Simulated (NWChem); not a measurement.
Molecule: PbH2O, singlet; SMILES [OH][PbH]

Results from NWChem. Low-valent species are run as closed-shell singlets; no triplet was tried in these runs. Structure relaxed at the PBE-D3(BJ)/def2-SVP level. def2 effective core potentials on Pb; no spin-orbit coupling. LC-ωPBE (HJS hole) with def2-SVP; x = 1 − exp(−ω/0.25 bohr⁻¹) is a scale chosen for this fit.

```
row           x  −ε(HOMO) (eV)
--------  -----  -------------
ω = 0.15  0.451           7.84
ω = 0.20  0.551           8.30
ω = 0.30  0.699           8.98
ω = 0.35  0.753           9.22
ω = 0.40  0.798       withheld
```

Fit a straight line of the last column on the one before it, predict the withheld value, and compare with the run.


1. Means of the 4 shown rows: x = 0.6135, y = 8.585. Slope Σ(x − x̄)(y − ȳ)/Σ(x − x̄)² = 0.2612/0.05708 = 4.576; intercept 5.778.
2. The shown rows scatter about the line by 0.003 (root mean square); the largest residual is 0.00, at ω = 0.35.
3. At x = 0.798 (ω = 0.40; beyond the shown range) the line gives 9.43.
4. The run gives 9.42, -0.01 from the line.
